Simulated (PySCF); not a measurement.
Static response to an electric field

Species: C2H2F6NP.
Structure used (GFN2-xTB), in Å, numbered top down from 1:
```xyz
12
C2H2F6NP angstrom
N     -0.905    1.429    0.220
P     -0.292    0.402   -0.928
C     -0.964   -1.192   -0.136
F     -0.763   -1.238    1.188
F     -2.288   -1.231   -0.327
F     -0.447   -2.300   -0.663
C      1.485    0.121   -0.258
F      1.529    0.200    1.082
F      2.043   -1.029   -0.617
F      2.259    1.116   -0.719
H     -0.626    1.331    1.192
H     -1.028    2.391   -0.060
```

Level: PBE0/def2-SVPD (PySCF), static field, nuclei fixed, core orbitals frozen in the response. The polarisability tensor in these axes (au):

```
x   65.99  0.02 -1.10
y    0.02 65.38  0.58
z   -1.10  0.58 56.71
```

Q: What are the eigenvalues, a third of the trace, and Δα (Δα² = ½Σ(αi − αj)² over the three pairs)?

A: Principal values 56.54, 65.41 and 66.13 au; mean 62.69 au = 9.29 Å³ = 10.34 × 10⁻⁴⁰ C²·m²/J; Δα = 9.25 au (15 % of the mean).

Q: What is the dipole moment, and where does it point?

A: (-0.75, 2.71, 0.23) D, 2.82 D in size, pointing from the negative to the positive side. Measured along this direction, the outermost atoms are F6 at the negative end and H12 at the positive end.

Q: What depolarisation ratio follows for Rayleigh scattering of linearly polarised light, taking the static tensor?

A: ρ = 3Δα²/(45ᾱ² + 4Δα²) = 256.5/(176877 + 342.0) = 0.00145.

Q: Refractivity n − 1 of an ideal gas of it at 298.15 K and 1 atm, from the electronic α?

A: N = p/kT = 2.4615 × 10¹⁹ cm⁻³, so n − 1 = 2π × N × 9.29 × 10⁻²⁴ cm³ = 1437 × 10⁻⁶ at long wavelengths, for an ideal gas.

Q: Form Σ f/ω² (atomic units) for the 8 lowest TDDFT singlets, given as eV and f, and set it beside the mean polarisability, which is this sum over all singlets: 6.59, 0.0042; 6.91, 0.0452; 7.39, 0.0611; 7.54, 0.1049; 8.25, 0.0308; 8.41, 0.0234; 8.77, 0.0179; 8.83, 0.0217.

A: They add up to 3.93 au, 6.3 % of the 62.69 au; the largest single term is 1.37 au, from the state at 7.54 eV. Terms in order: 0.07, 0.70, 0.83, 1.37, 0.34, 0.25, 0.17, 0.21 au. Higher excitations give the rest. The strengths listed sum to 0.309.

The structure is a single GFN2-xTB conformer in the gas phase; no vibrational or solvent corrections.
